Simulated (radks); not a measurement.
Task: The oxygen ion O+, [He] 2s2 2p3. Method: non-relativistic Kohn-Sham, r2SCAN, spin-polarised, spherical densities, point nucleus; meta-GGA in the generalised Kohn-Sham scheme; computed with a radial shooting solver on a logarithmic mesh with Libxc functionals. Every spin shell is full or empty, so the densities are truly spherical. Functionals are evaluated on that one density, not self-consistently. Rank these orbital-free kinetic functionals by their error against the exact value of the orbitals, and give that value: Thomas-Fermi, TF + vW/9, LC94, revAPBEK, Perdew 92, Thakkar, Pearson, PG1, DePristo-Kress, Ernzerhof.

Result: Exact: 74.3980 hartree. From best to worst, with 100 (|E| - |E exact|)/|E exact| (equal figures are ties): Perdew 92 -0.07, TF + vW/9 -0.09, LC94 +0.22, Thakkar +0.27, DePristo-Kress -0.52, revAPBEK +0.91, Ernzerhof +1.32, Pearson -2.90, Thomas-Fermi -8.84, PG1 +36.78.
